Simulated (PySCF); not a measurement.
Si(F)(NHMe)(OH)2 (CH6FNO2Si), SMILES CN[Si](O)(O)F.

Geometry: PBE-D3(BJ)/def2-SVP. This is a generated structure with no PubChem entry under its InChIKey; it may be hypothetical. One conformer was computed; it need not be the lowest.

Method: PBE-D3(BJ)/def2-SVP (PySCF).

Frequencies are harmonic and unscaled.

```tsv
mode	ν (cm⁻¹)	IR (km/mol)	moving atoms (share of kinetic energy)
1	81	1.3	C 26 %, H 23 %, F 19 %, N 19 %, O 10 %
2	145	5.7	H 73 %, O 13 %
3	165	1.3	H 42 %, O 31 %, C 20 %
4	207	35.1	H 38 %, O 27 %, F 18 %, N 17 %
5	251	26.3	H 40 %, O 27 %, F 15 %, N 9 %
6	300	34.0	H 57 %, O 21 %, F 12 %
7	326	28.8	H 36 %, O 24 %, F 16 %, Si 10 %, N 8 %
8	334	31.4	H 32 %, O 19 %, N 17 %, Si 16 %, F 16 %
9	353	92.0	O 40 %, H 28 %, F 16 %, Si 11 %
10	425	59.7	O 27 %, N 22 %, Si 20 %, H 17 %, C 10 %
11	460	100.8	H 84 %, N 9 %
12	699	1.3	O 38 %, N 26 %, F 18 %, H 10 %
13	798	146.8	H 57 %, O 24 %
14	802	166.9	H 65 %, O 15 %, F 15 %
15	891	94.2	Si 38 %, H 28 %, O 24 %
16	930	273.7	Si 46 %, O 20 %, F 19 %, H 11 %
17	954	104.9	Si 44 %, O 27 %, H 24 %
18	1061	27.0	H 79 %, C 10 %
19	1107	0.2	H 76 %, C 19 %
20	1146	108.4	N 39 %, C 34 %, H 25 %
21	1357	88.5	H 59 %, N 28 %, C 11 %
22	1398	10.0	H 86 %, C 14 %
23	1421	2.9	H 97 %
24	1451	7.9	H 94 %
25	2926	89.2	H 97 %
26	2986	40.2	H 91 %, C 9 %
27	3053	11.3	H 91 %, C 9 %
28	3532	23.2	H 93 %
29	3768	96.5	H 94 %
30	3772	54.2	H 94 %
```
